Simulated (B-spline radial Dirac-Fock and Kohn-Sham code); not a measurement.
**Compton profile of Si³⁺**

System: silicon as Si³⁺, [Ne] 3s1.

Input file task.json (cfg lists n, l and occupation; rrms is the nuclear radius in fm):

```json
{"items": [{
  "Z": 14,
  "q": 3,
  "cfg": [[1, 0, 2], [2, 0, 2], [2, 1, 6], [3, 0, 1]],
  "A": 28,
  "rrms": 3.1224,
  "do": ["scatter"],
  "s": [0.0, 0.06, 0.07, 0.08, 0.1, 0.13, 0.16, 0.19, 0.24, 0.29, 0.35, 0.44, 0.53, 0.66, 0.8, 0.99, 1.21, 1.49, 1.83, 2.24, 2.75, 3.37, 4.14],
  "pz": [0, 0.1, 0.14, 0.19, 0.27, 0.38, 0.53, 0.74, 1.0, 1.4, 2.0, 2.8, 3.9, 5.5, 7.7, 11.0, 15.0, 21.0, 29.0, 41.0, 57.0],
  "hv_scatter": [1000, 8047.8, 10000, 17479.3, 30000, 50000, 200000, 500000]
}]}
```

Run with: `python xray_run.py task.json out`

Calculated with an atomic code on a B-spline grid, using the impulse approximation on Dirac-Fock orbitals of the configuration average with a finite nucleus. pz is in atomic units of momentum; subshell profiles are per electron, for a selection of subshells; open shells are spread over both j values by their weights.

| pz | J total | J 1s1/2 | J 2s1/2 | J 2p1/2 | J 3s1/2 |
| --- | --- | --- | --- | --- | --- |
| 0.38 | 2.088 | 0.0631 | 0.262 | 0.147 | 0.551 |
| 0.53 | 1.902 | 0.0629 | 0.252 | 0.147 | 0.387 |
| 0.74 | 1.670 | 0.0627 | 0.233 | 0.146 | 0.199 |
| 1 | 1.473 | 0.0622 | 0.204 | 0.144 | 0.0751 |
| 1.4 | 1.287 | 0.0611 | 0.156 | 0.136 | 0.0330 |
| 2 | 1.027 | 0.0591 | 0.0911 | 0.116 | 0.0291 |
| 2.8 | 0.6908 | 0.0554 | 0.0364 | 0.0825 | 0.0124 |
| 3.9 | 0.3854 | 0.0492 | 0.00927 | 0.0445 | 0.00220 |
| 5.5 | 0.1854 | 0.0393 | 0.00426 | 0.0164 | 0.000449 |
| 7.7 | 0.08701 | 0.0267 | 0.00385 | 0.00429 | 0.000401 |
| 11 | 0.03557 | 0.0136 | 0.00198 | 0.000717 | 0.000210 |
| 15 | 0.01360 | 0.00571 | 0.000717 | 0.000115 | 7.47e-05 |
| 21 | 0.003726 | 0.00165 | 0.000171 | 1.28e-05 | 1.74e-05 |
| 29 | 0.0008576 | 0.000388 | 3.49e-05 | 1.35e-06 | 3.51e-06 |
| 41 | 0.0001480 | 6.79e-05 | 5.52e-06 | < 1e-6 | < 1e-6 |
| 57 | 2.504e-05 | 1.16e-05 | < 1e-6 | < 1e-6 | < 1e-6 |

Question: What is the peak value J(0), and which subshell contributes most to it?

Answer: J(0) = 2.368. The 3s1/2 subshell gives the largest part, 34 %.

Mean momentum ⟨p⟩ by subshell (a.u.): 1s1/2 11.5, 2s1/2 3.30, 2p1/2 4.38, 2p3/2 4.36, 3s1/2 1.18.
